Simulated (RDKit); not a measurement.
Input file for RDKit: UFF on CH3Cl (SMILES CCl).

```python
from rdkit import Chem
from rdkit.Chem import AllChem, rdDetermineBonds

blocks = [
'''5

C    -0.98282622   -0.21053215    4.00162853
Cl    0.79180091   -0.14465524    3.74285541
H    -1.17105131   -0.19942239    5.07080739
H    -1.42798440    0.65651900    3.52339663
H    -1.35734860   -1.12606997    3.55440377
''',
]
mol = None
for b in blocks:
    f = Chem.MolFromXYZBlock(b)
    rdDetermineBonds.DetermineBonds(f, charge=0)
    mol = f if mol is None else Chem.CombineMols(mol, f)
Chem.SanitizeMol(mol)
print(Chem.MolToSmiles(Chem.RemoveHs(mol)))
ff = AllChem.UFFGetMoleculeForceField(mol, vdwThresh=100.0, ignoreInterfragInteractions=False)
e = ff.CalcEnergy()
print(f'UFF energy {e:.6f} kcal/mol')
```

Program output:

```
CCl
UFF energy 0.757575 kcal/mol
```

The run finished.

Cost: roughly 0.03 core-seconds.
